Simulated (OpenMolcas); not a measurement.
**Ti3+: moving or changing the point charges**

Ti3+ among 2 point charges of -2 e arranged as a linear pair (D∞h), 1.82 Å from the ion.
```
   0.0000    0.0000    1.8200  -2.00
   0.0000    0.0000   -1.8200  -2.00
```

| Property | Result |
| --- | --- |
| Program | OpenMolcas |
| Method | SS-CASPT2, IPEA 0.25 Eh, imaginary shift 0.1 Eh (closed shells correlated: 3s 3p) |
| Basis | ANO-RCC-VTZP [6s5p3d2f1g] |
| Scalar Hamiltonian | DKH2, point nucleus |
| Active space | 1 electron in 5 orbitals (3d) |
| State averaging | 2S+1 = 2 even, 5 roots |
| Spin-orbit coupling | state interaction with AMFI integrals over the reference wave functions |

Runs around this geometry, states (labels by Λ). Energies in cm-1 above the lowest state or level, χT in cm3 K/mol.

| R (Å) | q (e) | Ground state | First state of that spin | First gap with spin-orbit (degeneracies) | χT at 300 K |
| --- | --- | --- | --- | --- | --- |
| 1.82 | -1.6 | 2Δ | 2Π 11030 | 280 (2, 2) | 0.550 |
| 1.71 | -2 | 2Δ | 2Π 16340 | 270 (2, 2) | 0.559 |
| 1.82 | -2 | 2Δ | 2Π 13910 | 280 (2, 2) | 0.554 |
| 1.98 | -2 | 2Δ | 2Π 11130 | 280 (2, 2) | 0.550 |

Taking the first state of the same spin as R^-n, n = -ln(11130 / 16340) / ln(1.98 / 1.71) = 2.6 between the shortest and longest distance.

Scaling the charges by -1.6 / -2 = 0.80 scales the first state of the same spin by 11030 / 13910 = 0.79; with fixed orbitals a first-order splitting would follow the charge.

Free-ion shares, where given, are those of the reference states; single-state CASPT2 does not remix them. This is an electrostatic model: the charges have no orbitals. No measured value stands beside these numbers.
